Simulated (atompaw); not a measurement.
# Which change was made? (Cr, PAW (atompaw))

* Element: chromium (Cr)
* Generator: atompaw 4.2.0.5
* Type: PAW
* Functional: PBE
* Relativity: scalar-relativistic
* Frozen core: [Ar]
* Valence charge: 6
* Reference configuration: 3d5 4s0.5 4p0 (charge +0.5)
* Partial waves: 4s (bound); 4s channel at 0.4 Ry; 4p (bound, empty); 4p channel at 1.1 Ry; 3d (bound); 3d channel at 3.05 Ry
* Local potential: ultrasoft scheme with l = 3 at 0 Ry, radius 2.80 bohr
* Core correction: smooth core density matched at 2.45 bohr
* Augmentation charge: besselshape compensation charge, radius 2.20 bohr; PAW radius 3.00 bohr; waves and projectors: bloechl

Cutoffs, loose and tight: the cutoffs (Ry, on a coarse ladder) from which the occupation-weighted sum of valence levels, in a spherical-Bessel basis at the reference potential, stays within 10 and 1 mRy of its value at 400 Ry. They see the waves, projectors and local potential, not the compensation charge or the core.

The base gives: outcome: generated; cutoff, loose: 18 Ry; cutoff, tight: 25 Ry; bound ghosts: none.

(1) After one change the result is: outcome: failed: atompaw: The overlap operator has at least one negative eigenvalue!. Which change was it?
A. wave 4p channel at 1.1 Ry becomes 4p channel at -0.1 Ry
B. functional LDA (PW92)
C. reference 3d4 4s2 4p0
D. core [Ne] 3s2, valence charge 12; reference 3p6 3d5 4s0.75 4p0.25; waves now 4s (bound); 4s channel at 4.95 Ry; 3p (bound); 4p (bound); 3d (bound); 3d channel at 5 Ry; local potential ultrasoft scheme with l = 3 at 0 Ry, radius 1.70 bohr; core correction smooth core density matched at 1.75 bohr; augmentation besselshape compensation charge, radius 1.80 bohr; PAW radius 2.35 bohr; waves and projectors: bloechl
E. local potential ultrasoft scheme with l = 3 at 0 Ry, radius 1.30 bohr

Answers

(1) A. The others give: reference 3d4 4s2 4p0 → outcome: failed: atompaw: terminating projector 1000 | local potential ultrasoft scheme with l = 3 at 0 Ry, radius 1.30 bohr → outcome: generated; cutoff, loose: 50 Ry; cutoff, tight: 70 Ry; bound ghosts: s, p | functional LDA (PW92) → outcome: generated; cutoff, loose: 18 Ry; cutoff, tight: 25 Ry; bound ghosts: s | core [Ne] 3s2, valence charge 12; reference 3p6 3d5 4s0.75 4p0.25; waves now 4s (bound); 4s channel at 4.95 Ry; 3p (bound); 4p (bound); 3d (bound); 3d channel at 5 Ry; local potential ultrasoft scheme with l = 3 at 0 Ry, radius 1.70 bohr; core correction smooth core density matched at 1.75 bohr; augmentation besselshape compensation charge, radius 1.80 bohr; PAW radius 2.35 bohr; waves and projectors: bloechl → outcome: generated; cutoff, loose: 40 Ry; cutoff, tight: 50 Ry; bound ghosts: none.
